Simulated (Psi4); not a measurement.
GaI$_{3}$, charge -1, doublet, geometry from GFN2-xTB (such geometries of metal compounds can be far from the true shape) (a state made from the parent by changing its charge; the spin is typed, not shown lowest) (core potentials on I) (a gas-phase anion, which may not be bound at this level); BHHLYP/def2-SVP (Psi4).

Psi4 was given this input:
```
memory 2 GB

molecule {
-1 2
  Ga    0.25572674   -0.33979468   -0.64301781
  I    -2.13436533   -1.39059185    0.06621402
  I    -0.03735701    2.31738121   -1.05924224
  I     2.02214633   -0.72804153    1.36913298
}

set basis def2-svp
set reference uks

energy('bhhlyp')
print_variables()
```

It wrote (shortened):

```
   => Loading Basis Set <=

    Name: DEF2-SVP
    Role: ORBITAL
    Keyword: BASIS

    !!!  WARNING: ECP capability is in beta. Please check occupations closely.  !!!

         ---------------------------------------------------------
                                   SCF
               by Justin Turney, Rob Parrish, Andy Simmonett
                          and Daniel G. A. Smith
                              UKS Reference
         ---------------------------------------------------------

  ==> Geometry <==

    Molecular point group: c1
    Full point group: C1

    Geometry (in Angstrom), charge = -1, multiplicity = 2:

       Center              X                  Y                   Z               Mass
    ------------   -----------------  -----------------  -----------------  -----------------
         GA           0.258741941921    -0.343801105731    -0.650599458175    68.925573500000
         I           -2.131350128079    -1.394598275731     0.058632371825   126.904471900000
         I           -0.034341808079     2.313374784269    -1.066823888175   126.904471900000
         I            2.025161531921    -0.732047955731     1.361551331825   126.904471900000

  Running in c1 symmetry.

  Rotational constants: A =      0.01316  B =      0.01316  C =      0.00684 [cm^-1]
  Rotational constants: A =    394.41544  B =    394.41544  C =    205.13702 [MHz]
  Nuclear repulsion =  679.946891295390060

  Charge       = -1
  Multiplicity = 2
  Electrons    = 107
  Nalpha       = 54
  Nbeta        = 53

  ==> Algorithm <==

  SCF Algorithm Type is DF.
  DIIS enabled.
  MOM disabled.
  Fractional occupation disabled.
  Guess Type is SAD.
  Energy threshold   = 1.00e-06
  Density threshold  = 1.00e-06
  Integral threshold = 1.00e-12

  ==> Primary Basis <==

  Basis Set: DEF2-SVP
    Blend: DEF2-SVP
    Number of shells: 42
    Number of basis functions: 110
    Number of Cartesian functions: 119
    Spherical Harmonics?: true
    Max angular momentum: 2

  Core potential: DEF2-SVP
    Number of shells: 12
    Number of ECP primitives: 87
    Number of ECP core electrons: 84
    Max angular momentum: 3

  ==> DFT Potential <==

   => LibXC <=

    Version 7.1.2
    S. Lehtola, C. Steigemann, M. J. T. Oliveira, and M. A. L. Marques,  SoftwareX 7, 1–5 (2018) (10.1016/j.softx.2017.11.002)

   => Composite Functional: BHANDHLYP <=

    BHandHLYP Hyb-GGA Exchange-Correlation Functional

    A. D. Becke,  J. Chem. Phys. 98, 1372 (1993) (10.1063/1.464304)
[...]
      Ntotal   =  106.9999972167 ; deviation = -2.783e-06

   @Spin Contamination Metric:   6.400116630E-03
   @S^2 Expected:                7.500000000E-01
   @S^2 Observed:                7.564001166E-01
   @S   Expected:                5.000000000E-01
   @S   Observed:                5.000000000E-01

    Orbital Energies [Eh]
    ---------------------

    Alpha Occupied:

[...]
    Alpha Virtual:

[...]
    Beta Occupied:

[...]
    Beta Virtual:

[...]
    Final Occupation by Irrep:
              A
    DOCC [    53 ]
    SOCC [     1 ]
    NA   [    54 ]
    NB   [    53 ]

  @DF-UKS Final Energy: -2817.77882124562348

   => Energetics <=

    Nuclear Repulsion Energy =            679.9468912953900599
    One-Electron Energy =               -5614.3531837294249272
    Two-Electron Energy =                2189.8916013074467628
    DFT Exchange-Correlation Energy =     -73.2641301190353147
    Empirical Dispersion Energy =           0.0000000000000000
    VV10 Nonlocal Energy =                  0.0000000000000000
    Total Energy =                      -2817.7788212456234760

  UHF NO Occupations:
  HONO-2 :   52  A 1.9994109
  HONO-1 :   53  A 1.9981197
  HONO-0 :   54  A 1.0000000
  LUNO+0 :   55  A 0.0018803
  LUNO+1 :   56  A 0.0005891
  LUNO+2 :   57  A 0.0005885
  LUNO+3 :   58  A 0.0000285

Computation Completed

Properties will be evaluated at   0.000000,   0.000000,   0.000000 [a0]

Properties computed using the SCF density matrix

 Multipole Moments:

 ------------------------------------------------------------------------------------
     Multipole            Electronic (a.u.)      Nuclear  (a.u.)        Total (a.u.)
 ------------------------------------------------------------------------------------

 L = 1.  Multiply by 2.5417464519 to convert [e a0] to [Debye]
 Dipole X            :         -8.4110175            8.5183942            0.1073767
 Dipole Y            :         11.1760826          -11.3187423           -0.1426596
 Dipole Z            :         21.1492123          -21.4192667           -0.2700545
 Magnitude           :                                                    0.3237452

 ------------------------------------------------------------------------------------

  Variable Map:
  ----------------------------------------------------------------------------
[...]
  Array Variable Map:
  ----------------------------------------------------------------------------
[...]
[...]
```
